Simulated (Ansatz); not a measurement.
CH4GaSe, SMILES `[CH3][Ga][SeH]` radical from Hartree–Fock to CCSD(T)

```xyz
7

C     0.975   -0.612    0.609
Ga    0.109    0.394   -0.881
Se   -2.164    0.967   -0.550
H     0.921   -0.003    1.515
H     0.418   -1.538    0.771
H     2.015   -0.846    0.388
H    -2.274    1.637   -1.851
```

Total charge 0; spin multiplicity 2. Correlated methods include outer-core shells of Ga, Se, which these sets cover unevenly. Scalar relativity is left out up to krypton. Geometry: relaxed with PBE0-D4/def2-TZVP. It is one conformer, not always the lowest. Frozen core, unrestricted reference, Ansatz 0.2.0.

```tsv
basis	HF (Eh)	MP2 corr.
def2-SVP	-4362.73480	-0.57769
def2-TZVPP	-4363.32651	-0.65798
def2-QZVPP	-4363.41569	-1.21873
```

Q: Estimate the CCSD correlation energy and the (T) correction in each basis where they were run (hartree).

A: 
| basis | CCSD corr. | (T) |
| --- | --- | --- |
| def2-SVP | -0.59290 | -0.01846 |
| def2-TZVPP | -0.67669 | -0.02744 |
